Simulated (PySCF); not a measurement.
C3H9InO3, SMILES CC[O][In]([OH])[O]C (GFN2-xTB optimised geometry):

```
16

In    -0.947     0.032     0.000
O     -1.934     1.735     0.000
H     -1.364     2.501     0.025
O     -2.053    -1.635    -0.047
C     -3.446    -1.514     0.072
H     -3.867    -0.783    -0.626
H     -3.852    -2.501    -0.172
H     -3.750    -1.247     1.089
O      1.057     0.032     0.000
C      1.783     1.230    -0.072
C      3.265     0.866    -0.010
H      1.581     1.765    -1.012
H      1.541     1.898     0.770
H      3.514     0.208    -0.839
H      3.867     1.769    -0.067
H      3.476     0.346     0.920
```

Method: B3LYP/def2-TZVP, def2 effective core potentials past Kr (PySCF).

### Question
What are the frontier orbital energies and the dipole moment?

### Answer
HOMO-2 -7.78 eV, HOMO-1 -7.63 eV, HOMO -7.37 eV, LUMO -2.28 eV, LUMO+1 -0.97 eV; dipole moment 1.78 D.

On the same geometry PBE/def2-TZVP, def2 effective core potentials past Kr run with PySCF gives HOMO-2 -6.59 eV, HOMO-1 -6.29 eV, HOMO -6.04 eV, LUMO -2.85 eV, LUMO+1 -1.36 eV; dipole moment 1.66 D.
